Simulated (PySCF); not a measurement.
# Ionisation energy of Eu⁵⁵⁺ by level of theory

Eu⁵⁵⁺ [He] 2s2 2p4 [2p1/2^2 2p3/2^2, M_J = 2] → Eu⁵⁶⁺ [He] 2s2 2p3 [2p1/2^2 2p3/2^1, M_J = 3/2], as a difference of total energies. All numbers are calculated (PySCF 2.14, the two-component X2C-1e Hamiltonian, in an even-tempered Gaussian basis (17 s from 36 bohr⁻², ratio 2.4; 13 p from 46 bohr⁻², ratio 2.4; 5 d from 160 bohr⁻², ratio 2.6; 4 f from 240 bohr⁻², ratio 2.6)). Correlated levels: nothing frozen; the 32 highest virtual spinors dropped. "Screened" scales the spin-orbit matrix elements by Boettger's factors to mimic the two-electron term; Breit and QED terms are absent.

```csv
method,ionisation energy (eV)
GHF (spin-free),11633.8
GMP2 (spin-free),11635.5
GHF (screened spin-orbit),11466.0
GMP2 (screened spin-orbit),11466.0
```

For this ion Breit and QED terms and the two-electron picture change, all absent here, outweigh the correlation shift from GHF to GMP2.

The spin-free rows relax to the high-spin LS determinant and lack the spin-orbit shift.

The labels give the starting determinants; with spin-orbit coupling the two ends relaxed to ⟨J²⟩ = 6.00, ⟨L²⟩ = 3.25, ⟨S²⟩ = 1.39 and ⟨J²⟩ = 3.75, ⟨L²⟩ = 2.55, ⟨S²⟩ = 1.48.

For comparison: 11457 ± 5 eV (theoretical estimate listed by NIST; NIST Atomic Spectra Database, ionization energies).
